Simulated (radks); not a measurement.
Spherical quantum dot in the effective-mass picture: electrons in a hard-walled sphere of radius 3.16, with a point charge +1 (a donor) at the centre, all in effective atomic units (hartree* = m*/eps^2 hartree, bohr* = eps/m* bohr), one dielectric constant everywhere. Method: non-relativistic Kohn-Sham, LDA (Slater exchange, Perdew-Wang correlation), spin-polarised, spherical densities; computed with a radial shooting solver with Libxc functionals. Levels are named by radial order and angular momentum (1s, 1p, 1d, 2s, ...), and open shells are averaged over m.

N = 36, configuration 1s2 1p6 1d10 2s2 1f14 1g(up 2, down 0). This is the lowest configuration that the search found. Occupied and some empty levels:

level    occupation  eigenvalue (hartree*)  <r> (bohr*)
1s up             1                 14.480        2.169
1s down           1                 14.500        2.164
1p up             3                 14.732        2.259
1p down           3                 14.754        2.257
1d up             5                 15.163        2.322
1d down           5                 15.185        2.321
1f up             7                 15.758        2.375
1f down           7                 15.781        2.374
2s up             1                 16.046        1.238
2s down           1                 16.051        1.240
1g up             2                 16.505        2.420
1g down           0                 16.529        2.419
2p up             0                 17.136        1.613
2p down           0                 17.145        1.612
1h up             0                 17.397        2.459
1h down           0                 17.421        2.458
2d up             0                 18.195        1.792
2d down           0                 18.206        1.791
3s up             0                 18.228        1.476
3s down           0                 18.237        1.477

Energy (hartree*): total 300.626, kinetic 78.331, external -17.566, Hartree 261.02, exchange-correlation -21.158.
